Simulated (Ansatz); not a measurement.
The lowest singlet and triplet of CH2O (SMILES [CH]O); geometries from B3LYP-D3(BJ)/def2-TZVP, each state relaxed from the structure named, with no frequency check.
Singlet at the triplet's geometry (charge 0, multiplicity 1):
```xyz
4

C      0.670     0.075    -0.297
O     -0.546     0.066     0.243
H      1.515    -0.493     0.097
H     -1.166    -0.491    -0.255
```

A positive gap puts the triplet lower; no zero-point energy. R- takes a restricted singlet. The triplet is unrestricted in single-reference levels. Active spaces average the two states.

Frozen-core correlation.

Programs: Ansatz (Gaussian basis) for Hartree–Fock, density functionals and correlated methods. 

R-PBE/def2-TZVPP gives 17.51 kcal/mol for the gap E(singlet) − E(triplet), vertical, at the triplet's geometry.

Predict the shift from PBE, with its sign, for: R-r2SCAN/def2-TZVPP, R-B3LYP/def2-TZVPP, R-wB97M-V/def2-TZVPP, R-B2PLYP/def2-TZVPP, R-MP2/cc-pVQZ, R-CCSD(T)/cc-pVQZ, SC-NEVPT2 on SA-CASSCF(2,2)/cc-pVQZ, FIC-MRCISD+Q on SA-CASSCF(2,2)/cc-pVQZ.

R-r2SCAN/def2-TZVPP 5.99; R-B3LYP/def2-TZVPP -3.43; R-wB97M-V/def2-TZVPP -7.66; R-B2PLYP/def2-TZVPP -3.52; R-MP2/cc-pVQZ -3.27; R-CCSD(T)/cc-pVQZ -6.42; SC-NEVPT2 on SA-CASSCF(2,2)/cc-pVQZ -6.83; FIC-MRCISD+Q on SA-CASSCF(2,2)/cc-pVQZ -7.32 kcal/mol. 1 of 8 lie above PBE; the widest gap is to R-wB97M-V/def2-TZVPP.

Doubts at one or more of the structures used: a restricted determinant that unrestricted orbitals would lower (R-PBE/def2-TZVPP, R-r2SCAN/def2-TZVPP, R-B3LYP/def2-TZVPP, R-wB97M-V/def2-TZVPP, R-B2PLYP/def2-TZVPP, R-MP2/cc-pVQZ, R-CCSD(T)/cc-pVQZ).

Ansatz is a program for electronic structure.
